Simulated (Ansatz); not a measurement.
A made-up structure of SiH2SO2, closed shell:

```
6
angstrom
O -0.2314 1.2298 -0.0438
Si -0.1796 -0.3918 -0.1448
O 1.1551 -0.8147 0.6583
S -1.4340 -1.5621 -1.0290
H -0.9826 1.6395 -0.4821
H 0.5916 0.8288 0.2768
```

It is relaxed with PBE-D4/def2-SVP and then PBE0-D4/def2-TZVP (Ansatz 0.2.0). Atoms count as bonded within 1.22 times the sum of their covalent radii (H–H: 0.88 Å). The end point is not checked to be a true minimum.

Q: Does its bonding change? (A judgement: the text doesn't fix the answer.)

A: By the calculation: Yes. Formed: O3–H6; broken: O1–H6, Si2–H6.

Where it ends: The first stage lowers the energy by 4.70 eV in 15 steps. It ends as SiH₂SO₂ ([OH][Si]([OH])[S]):
```
6
angstrom
O -0.5163 1.3549 -0.2478
Si -0.3262 -0.2595 -0.2453
O 1.0433 -0.5136 0.5704
S -1.4786 -1.5881 -1.0402
H -1.3017 1.6703 -0.7039
H 1.4984 0.2655 0.9022
```

Labels in which every atom is bracketed show which atoms are joined, not bond orders.

For scale, one of the runs: PBE0-D4/def2-TZVP relaxation, 148 basis functions, launched by `ansatz run in.yaml --threads 2 --pin off --events-out ev --progress --plain --max-ram 4352MiB`. The run took about 19 s on 2 CPU threads of an Arm Neoverse V1 (shared host).
